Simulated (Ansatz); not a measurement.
Computed with Ansatz on PBE0-D4/def2-TZVP structures; ΔE is electronic, products minus reactants. CBS: MP2 limit from def2 TZ/QZ plus the TZ coupled-cluster correction, frozen cores. DFT in def2-TZVPP. B3LYP here is the variant with VWN-RPA as its local correlation; programs differ in this. HSE06 is defined as in plane-wave codes. Elements past krypton have def2 core potentials. For I outer-core shells are correlated without core-valence functions, which leaves a few kJ/mol of doubt a bond. Each species was taken in one conformer, which may not be the lowest.

`O[SiH2]O[SiH2]F` + HI → `F[SiH2]I` + `O[SiH2]O`  (ligand exchange at the Si–O bond)

| level | ΔE (kJ/mol) | difference from CCSD(T)/CBS |
| --- | --- | --- |
| LDA (SPW92) | 33.2 | -8.1 |
| PBE-D4 | 27.2 | -14.1 |
| revPBE-D4 | 27.9 | -13.4 |
| BLYP-D4 | 43.2 | 1.9 |
| B97M-V | 48.2 | 6.9 |
| PBE0-D4 | 32.3 | -9.0 |
| B3LYP-D4 | 46.1 | 4.8 |
| r2SCANh-D4 | 39.7 | -1.6 |
| r2SCAN0-D4 | 40.6 | -0.7 |
| HSE06-D4 | 31.7 | -9.6 |
| BHLYP-D4 | 51.6 | 10.3 |
| ωB97X-V | 42.6 | 1.3 |
| ωB97M-V | 42.4 | 1.1 |
| B2PLYP | 45.6 | 4.3 |
| PBE-QIDH | 37.8 | -3.5 |
| PBE | 26.0 | -15.3 |
| BLYP | 41.1 | -0.2 |
| PBE0 | 31.1 | -10.2 |
| B3LYP | 44.7 | 3.4 |
| r2SCANh | 38.9 | -2.4 |
| r2SCAN0 | 39.7 | -1.6 |
| HSE06 | 30.6 | -10.7 |
| BHLYP | 51.7 | 10.4 |
| CAM-B3LYP | 51.7 | 10.4 |
| LC-ωPBE | 39.2 | -2.1 |
| RPA@PBE/def2-TZVPP | 52.8 | 11.5 |
| HF/def2-SVP | 57.6 | 16.3 |
| MP2/def2-SVP | 47.4 | 6.1 |
| CCSD/def2-SVP | 53.0 | 11.7 |
| CCSD(T)/def2-SVP | 51.5 | 10.2 |
| MP2/def2-TZVPP | 41.8 | 0.5 |
| SCS-MP2/def2-TZVPP | 48.2 | 6.9 |
| CCSD/def2-TZVPP | 52.0 | 10.7 |
| CCSD(T)/def2-TZVPP | 49.2 | 7.9 |
| HF/def2-QZVPP | 61.4 | 20.1 |
| MP2/def2-QZVPP | 37.9 | -3.4 |
| SCS-MP2/def2-QZVPP | 44.6 | 3.3 |
| HF/CBS(def2) | 61.7 | 20.4 |
| MP2/CBS(def2) | 33.8 | -7.5 |
| CCSD/CBS(def2) | 44.1 | 2.8 |
| CCSD(T)/CBS | 41.3 | 0 |

Largest T1 diagnostic among the species: 0.012.

From PBE to PBE0 (25 % exact exchange), in def2-TZVPP and without D4, ΔE moves by +5.1 kJ/mol. At CCSD(T), def2-SVP lies +10.2 kJ/mol from the extrapolated value and def2-TZVPP +7.9 kJ/mol. In def2-TZVPP, CCSD(T) changes the Hartree–Fock value by −10.2 kJ/mol (the triples alone add −2.8 kJ/mol) and MP2 by −17.6 kJ/mol.
